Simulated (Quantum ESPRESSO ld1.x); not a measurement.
Question: Species: the phosphorus ion P3+. Configuration: [Ne] 3s2. All-electron calculation, Dirac Kohn-Sham, LDA (Slater exchange, VWN5 correlation), spin-unpolarised, spherical densities, point nucleus. Program: ld1.x of Quantum ESPRESSO 7.5. Some entries of the table are withheld. Estimate them.

| orbital | occ. | eigenvalue (hartree) | <r^2> (bohr^2) | <1/r> (bohr^-1) |
|---|---|---|---|---|
| 1s1/2 | 2 | -77.7530 | 0.01453 | (1) |
| 2s1/2 | 2 | -7.77422 | (2) | 2.823 |
| 2p1/2 | 2 | -6.01479 | 0.2918 | 2.730 |
| 2p3/2 | 4 | -5.98085 | 0.2943 | 2.713 |
| 3s1/2 | 2 | -1.68109 | 3.174 | 0.8292 |

Answer: 
(1) 1s1/2 <1/r> (bohr^-1): 14.60
(2) 2s1/2 <r^2> (bohr^2): 0.3228
